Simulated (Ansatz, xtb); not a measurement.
**Isomers of C4H6SSeSi in order of energy**

3 gas-phase structures of C4H6SSeSi, from a drawn sample of its isomers (lower ones may exist). Each was relaxed with GFN2-xTB; where two conformers were screened, the lower at r2SCAN-D4/def2-SVP is listed:

A. `[SiH3]Sc1cc[se]c1`, a singlet
B. `C=C[SiH2][Se]C=C=S`, a singlet
C. `[SeH][SiH2]c1cccs1`, a singlet

Question: Make a reasoned guess at their ranking by r2SCAN-D4/def2-SVP single-point energy.

Answer: Calculated order at r2SCAN-D4/def2-SVP: C (0.0), A (72.9), B (205.3) kJ/mol.

Energies above the lowest of each column, in kJ/mol; the last columns are at PBE-D3(BJ)/def2-SVP geometries:

| structure | GFN2-xTB | HF/STO-3G | r2SCAN-D4/def2-SVP | PBE-D3(BJ)/def2-SVP | CCSD(T)/def2-SVP + ΔMP2/def2-TZVPP |
| --- | --- | --- | --- | --- | --- |
| C | 0.0 | 0.0 | 0.0 | 0.0 | 0.0 |
| A | 16.4 | 73.1 | 72.9 | 69.5 | 66.4 |
| B | 207.0 | 276.4 | 205.3 | 202.2 | 196.1 |

Every level run on C puts it lowest or level with the lowest. Flexible structures stand in one conformer each, not always the lowest. ΔMP2 is the change of the MP2 energy from the smaller to the larger basis.

Programs: Ansatz 0.2.0, xtb 6.7.1.
